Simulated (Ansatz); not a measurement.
Basis-set extrapolation for CH6B2O3 (`CB(O)B(O)O`) (PBE0-D4/def2-TZVP geometry, frozen core, Ansatz 0.2.0). Multiplicity 1, RHF reference.

|  | def2-TZVPP | def2-QZVPP |
| --- | --- | --- |
| HF | -315.618668 | -315.633655 |
| MP2 correlation | -1.087221 | -1.169906 |
| CCSD(T) correlation | -1.159846 | not run |

Energies in hartree. Use E(X) = E(∞) + A·exp(−7.88·√X) for Hartree–Fock and E(X) = E(∞) + B·X^(−2.97) for correlation, with X = 3 and 4, and add CCSD(T) minus MP2 of the smaller set to the MP2 limit.

Problem. What is the CCSD(T) energy at the basis-set limit?

Solution. HF limit: -315.633655 + (-0.014987) × 0.13774 = -315.63572. MP2 limit: -1.169906 + (-0.082685) × 0.74074 = -1.23115. Higher-order term: -1.159846 − (-1.087221) = -0.07262. Total: -316.93949 hartree, 422.6 kJ/mol below CCSD(T)/def2-TZVPP.
